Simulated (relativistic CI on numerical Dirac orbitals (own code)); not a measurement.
Hyperfine structure of Pr LIX, mass number 141

Calculated at this level of theory: Dirac equation for one electron, model QED (radiative potential, 1s self-energy scaled to tabulated hydrogen-like ionisation energies) (own radial code, finite nucleus).

Configurations in the expansion: 1s, 2s, 2p, 3s, 3p, 3d, 4s, 4p, 4d, 4f, 5s, 5p, 5d, 5f, 5g, 6s, 6p, 6d. Levels of other configurations are missing.

Nuclear spin I = 5/2, μ = 4.266 μN, Q = -0.0589 b (tables of Stone and Pyykkö). The electronic factors are computed for point nuclear moments, without core polarisation or the Bohr-Weisskopf and QED corrections.

```csv
Level,E (eV),A (GHz),B (GHz)
1s ²S1/2,0.0,119000,
2p ²P°1/2,37121.0,5582,
2s ²S1/2,37131.0,16890,
2p ²P°3/2,37743.1,785.3,-52.5
3p ²P°1/2,44192.1,1687,
3s ²S1/2,44195.1,5018,
3d ²D3/2,44376.7,142.5,-3.27
3p ²P°3/2,44377.1,239,-16.2
```

Levels with J = 0, under 50 % of one LS term, or S terms without an open s electron are left out. Small factors come from cancelling terms and can be off by tens of per cent or more.

**Question.** Give the hyperfine levels of 1s ²S1/2 relative to its centre of gravity.

**Answer.** With K = F(F + 1) − I(I + 1) − J(J + 1), E = AK/2: F = 2: -208300, F = 3: 148800 GHz.
